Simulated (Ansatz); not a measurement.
Compare A (`C[SiH2]B[NH][AlH2]`) with its isomer B (`C[SiH2][B](N)[AlH2]`).

Gas-phase electronic energies from Ansatz, PBE0-D4/def2-TZVP geometries. CCSD(T)/CBS adds triple-zeta CCSD(T) − MP2 to the extrapolated MP2 energy (def2 sets, frozen cores). Functionals use def2-TZVPP. B3LYP here is the variant with VWN-RPA as its local correlation; programs differ in this. Each species was taken in one conformer, which may not be the lowest.

(1) Which is lower in electronic energy at CCSD(T)/CBS, and by how much? (Estimate.)

(2) Give E(B) − E(A) in kcal/mol with B3LYP-D4, HF/def2-TZVPP, B2PLYP, CCSD/def2-TZVPP, CCSD(T)/def2-TZVPP, B3LYP, MP2/def2-TZVPP. (Best estimate.)

Largest T1 diagnostic: 0.013.

## Answers

(1) Computed: A, by 24.6 kcal/mol.

(2) Ansatz gave: B3LYP-D4 24.6, HF/def2-TZVPP 27.3, B2PLYP 25.3, CCSD/def2-TZVPP 25.0, CCSD(T)/def2-TZVPP 24.6, B3LYP 24.2, MP2/def2-TZVPP 26.3. None reverses the order clearly.

In def2-TZVPP, CCSD(T) changes the Hartree–Fock value by −2.8 kcal/mol (the triples alone add −0.4 kcal/mol) and MP2 by −1.0 kcal/mol. From PBE to PBE0 (25 % exact exchange), in def2-TZVPP and without D4, E(B) − E(A) moves by +1.2 kcal/mol.
